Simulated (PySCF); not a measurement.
A PySCF script (with the pyscf-properties extension) for the NMR shieldings of `InChI=1S/C3H11BOSi/c1-2-5-6-3-4/h2-4,6H2,1H3`, on a GFN2-xTB geometry:

```python
import basis_set_exchange as bse
import numpy as np
from pyscf import gto, dft
from pyscf.prop import nmr

atoms = """
B     3.334194   -0.289381    0.659255
C     2.071689    0.559221    0.426303
Si    0.715766   -0.706983   -0.004833
O    -0.631464    0.180259    0.128526
C    -1.955845   -0.222091   -0.082840
C    -2.903831    0.820026    0.489879
H     4.003911   -0.611428   -0.245494
H     3.607222   -0.667997    1.732932
H     1.730911    1.122451    1.292421
H     2.136833    1.243447   -0.417661
H     0.875828   -1.241451   -1.365250
H     0.652082   -1.862340    0.902114
H    -2.122378   -0.343313   -1.159884
H    -2.125587   -1.195620    0.391490
H    -2.721172    1.783539    0.021551
H    -3.934015    0.524465    0.311097
H    -2.741142    0.919224    1.559946
"""
names = dict.fromkeys(["B", "C", "Si", "O", "H"], "pcSseg-1")
basis = {el: gto.basis.parse(bse.get_basis(n, elements=[el], fmt="nwchem")) for el, n in names.items()}
mol = gto.M(atom=atoms, basis=basis, charge=0, verbose=0)
mf = dft.RKS(mol, xc="PBE0")
mf.grids.level = 2
mf.grids.alignment = dft.numint.BLKSIZE   # the property module wants whole blocks of grid points
mf.conv_tol = 1e-9
mf.kernel()

calc = nmr.RKS(mf)   # GIAO
C = mf.mo_coeff
Co = C[:, mf.mo_occ > 0]
resp = mf.gen_response(singlet=True, hermi=2)
def vind(x):   # induced exchange potential for any number of trial vectors
    d = np.einsum("pi,xij,qj->xpq", C, 2 * x.reshape(-1, C.shape[1], Co.shape[1]), Co, optimize=True)
    return np.einsum("xpq,pi,qj->xij", resp(d - d.transpose(0, 2, 1)), C, Co, optimize=True).ravel()
mo1, _ = nmr.rhf.solve_mo1(calc, with_cphf=vind)
sigma = calc.kernel(mo1)
for i, s in enumerate(sigma):   # ppm
    w = np.linalg.eigvalsh((s + s.T) / 2)
    print("%2d %-2s iso %8.1f  s11 %8.1f  s22 %8.1f  s33 %8.1f" % (i, mol.atom_pure_symbol(i), w.mean(), *w))
```

**Question.** What does it print?

**Answer.** 
```
 0 B  iso     15.2  s11    -70.5  s22    -20.4  s33    136.6
 1 C  iso    148.8  s11     82.3  s22    168.3  s33    195.9
 2 Si iso    378.6  s11    323.0  s22    364.5  s33    448.3
 3 O  iso    311.4  s11    289.9  s22    312.6  s33    331.5
 4 C  iso    123.3  s11     93.2  s22    108.5  s33    168.1
 5 C  iso    166.2  s11    148.4  s22    164.7  s33    185.6
 6 H  iso     24.0  s11     16.1  s22     27.1  s33     28.8
 7 H  iso     23.8  s11     15.9  s22     26.9  s33     28.5
 8 H  iso     29.1  s11     26.4  s22     28.1  s33     32.8
 9 H  iso     28.9  s11     26.4  s22     27.2  s33     32.9
10 H  iso     26.7  s11     23.4  s22     25.1  s33     31.5
11 H  iso     26.9  s11     23.7  s22     25.5  s33     31.4
12 H  iso     27.7  s11     22.6  s22     27.7  s33     32.8
13 H  iso     28.0  s11     23.0  s22     28.3  s33     32.7
14 H  iso     30.2  s11     26.6  s22     28.5  s33     35.3
15 H  iso     30.7  s11     26.9  s22     27.7  s33     37.6
16 H  iso     30.2  s11     26.6  s22     28.7  s33     35.4
```

These numbers come from an equivalent density-fitted implementation of the same equations, which agrees with the script to about 0.01 ppm for H and up to a few tenths of a ppm for heavy atoms, so last digits may differ.

Size and cost of the density-fitted run: 164 basis functions, 47 s wall time on 1 thread of an Arm Neoverse N1, shared host; peak memory 0.74 GiB.
